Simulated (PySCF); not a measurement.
**From computed data to an observable: chemical shift, span and skew from a shielding tensor**

Be(F)(NMe2) (C2H6BeFN), SMILES [F][Be][N](C)C. Atoms are numbered in the order given.

```xyz
11

Be     0.0000     0.0000     1.0725
F      0.0000     0.0000     2.4738
N      0.0000     0.0000    -0.4332
C      0.0000    -1.2113    -1.2311
C      0.0000     1.2113    -1.2311
H     -0.8972    -1.2771    -1.8943
H      0.8972    -1.2771    -1.8943
H      0.0000    -2.1143    -0.5856
H      0.8972     1.2771    -1.8943
H     -0.8972     1.2771    -1.8943
H      0.0000     2.1143    -0.5856
```
Charge 0, spin multiplicity 1.

Coordinates come from a PBE-D3(BJ)/def2-SVP optimisation. The structure was generated by enumeration; whether it is a known compound was not checked. The values are those of a single conformer.

GIAO shieldings from HF/pcSseg-1 in PySCF, non-relativistic, no solvent. The symmetric part of the tensor of N3 has the principal values 225.6, 249.7, 287.7 ppm. The same nucleus in NH3 has σ = 267.3 ppm at this level (PySCF, at its B3LYP-D3(BJ)/def2-TZVP geometry).

Question: Work out the isotropic shielding, the ¹⁵N shift against NH3, the span and the skew.

Answer: 
σ(iso) = (σ11 + σ22 + σ33)/3 = 254.3 ppm. δ = σ(ref) − σ(iso) = 267.3 − (254.3) = 13.0 ppm.
Span Ω = σ33 − σ11 = 62.1 ppm. Skew κ = 3(σ(iso) − σ22)/Ω = 0.22. Tumbling in solution averages the tensor to δ; in a static solid the shielding alone would spread this spin-1/2 line over Ω.
